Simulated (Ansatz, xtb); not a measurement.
System: sum formula SiOF, net charge 0, doublet state. It need not be the lowest isomer of its formula. 
Geometry from a B3LYP-D3(BJ)/def2-TZVP (Ansatz, a quantum-chemistry and plane-wave program) optimisation:
```
Si
O 1 1.5267
F 1 1.5949 2 126.23
```
Charge 0, spin multiplicity 2.

Harmonic wavenumbers from GFN2-xTB (xtb, at its own minimum), cm⁻¹: 281, 785, 1394.

Q: Give the harmonic wavenumbers at B3LYP-D3(BJ)/def2-TZVP (Ansatz, finite differences of forces, unscaled).

A: 297, 831, 1183 cm⁻¹. Zero-point energy 3.3 kcal/mol.

Q: From these and the geometry, give the ideal-gas thermochemistry at 298.15 K and 1 atm (rigid rotor, harmonic oscillator).

A: Point group Cs, rotational symmetry number 1. Rotational constants 65.61, 7.458, 6.696 GHz. S(trans) 38.34, S(rot) 22.11, S(vib) 1.66, S(elec, spin only) 1.38, S 63.5 cal/(mol K). H(298) - H(0) 2.69 kcal/mol; G - E(el) -12.9 kcal/mol.
